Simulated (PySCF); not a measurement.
A calculated (PBE0, PySCF 2.14, pcseg-2, the non-relativistic Hamiltonian (point nucleus)) atom or ion has these occupied shells.

| shell | electrons | orbital energy (eV) | rms radius, mean of both spins (bohr) |
| --- | --- | --- | --- |
| 1s α | 1 | -5363.8 | 0.0777 |
| 1s β | 1 | -5363.8 | 0.0777 |
| 2s α | 1 | -608.62 | 0.338 |
| 2s β | 1 | -607.47 | 0.338 |
| 2p α | 3 | -512.47 | 0.305 |
| 2p β | 3 | -511.48 | 0.305 |
| 3s α | 1 | -74.934 | 1.03 |
| 3s β | 1 | -71.592 | 1.03 |
| 3p α | 3 | -48.235 | 1.11 |
| 3p β | 3 | -44.618 | 1.11 |
| 3d α | 3 | -8.353 | 1.58 |
| 4s α | 1 | -5.494 | 3.72 |
| 4s β | 1 | -4.844 | 3.72 |

Problem. Name the element and its charge.

Solution. V (vanadium, neutral), in [Ar] 3d3 4s2, high-spin 4F determinant.
